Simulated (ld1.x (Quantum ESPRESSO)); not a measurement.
**strontium: excitation energies, all-electron against TM**

```json
{
  "Element": "Sr (Z = 38)",
  "Generator": "ld1.x (Quantum ESPRESSO) 7.5",
  "Type": "norm-conserving Troullier–Martins (Kleinman–Bylander form)",
  "Functional": "PBE",
  "Relativity": "scalar-relativistic",
  "Frozen core": "[Ar] 3d10 4s2",
  "Valence charge": "8",
  "Reference configuration": "4p6 4d0 5s2 5p0",
  "Partial waves": "5s (bound): rc 2.80 bohr; 4d (bound, empty): rc 2.40 bohr; 4p (bound): rc 1.60 bohr",
  "Local potential": "the p channel",
  "Core correction": "Bessel-smoothed model core inside 1.05 bohr"
}
```

Energies are relative to the spin-unpolarised reference configuration 4p6 4d0 5s2 5p0; without spin polarisation the order of configurations can differ from experiment. The frozen-core shift is the all-electron ΔE with the core orbitals held at their reference shape minus the fully relaxed ΔE.

| valence configuration | charge | ΔE all-electron (eV) | error AE − PS (meV) | frozen-core shift (meV) |
| --- | --- | --- | --- | --- |
| 4p6 4d0 5s1 5p0 | +1 | 5.885 | -6.4 | +0.7 |
| 4p6 4d0 5s0 5p0 | +2 | 16.892 | -0.1 | +5.3 |
| 4p6 4d0 5s1.5 5p0 | +0.5 | 2.339 | -1.9 | +0.1 |
| 4p6 4d1 5s1 5p0 | 0 | 2.324 | -14 | +3.3 |
| 4p6 4d0.5 5s1.5 5p0 | 0 | 1.146 | -5.1 | +1.4 |
| 4p6 4d0 5s0 5p2 | 0 | 4.707 | +9.8 | +1.0 |

(1) What are ΔE and the potential's error for 4p5 4d0 5s2 5p0?

Levels in the configuration 4p5 4d0 5s2 5p0:

```tsv
level	all-electron (eV)	pseudo (eV)
4p	-34.083	-34.735
5s	-10.002	-9.954
```

Note: ghost state, extra bound levels that the all-electron valence spectrum of the same l lacks: s at -11.0 eV. A true bound ghost makes a file unfit for plane-wave use.

Results:

(1) ΔE = 28.309 eV all-electron; the error (AE − PS) is -341 meV.
